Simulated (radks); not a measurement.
Q: The manganese ion Mn2+, [Ar] 3d5. Calculated with a radial shooting solver on a logarithmic mesh with Libxc functionals: non-relativistic Kohn-Sham, LDA (Slater exchange, Perdew-Wang correlation), spin-polarised, spherical densities, point nucleus. Every spin shell is full or empty, so the densities are truly spherical. Functionals are evaluated on that one density, not self-consistently. Rank these exchange functionals by their error against the exact value of the orbitals, and give that value: LDA, B88, PBEsol, PW91, PW86, WC, AM05, APBE, SCAN, r2SCAN, MS2, TASK, MVS.

A: Exact: -50.5700 hartree. From best to worst, with 100 (|E| - |E exact|)/|E exact| (equal figures are ties): MVS -0.01, PW91 +0.06, r2SCAN +0.07, MS2 -0.12, B88 +0.14, SCAN +0.33, PW86 +0.36, APBE +0.60, WC -1.13, TASK -2.68, PBEsol -2.86, AM05 -5.84, LDA -6.52.
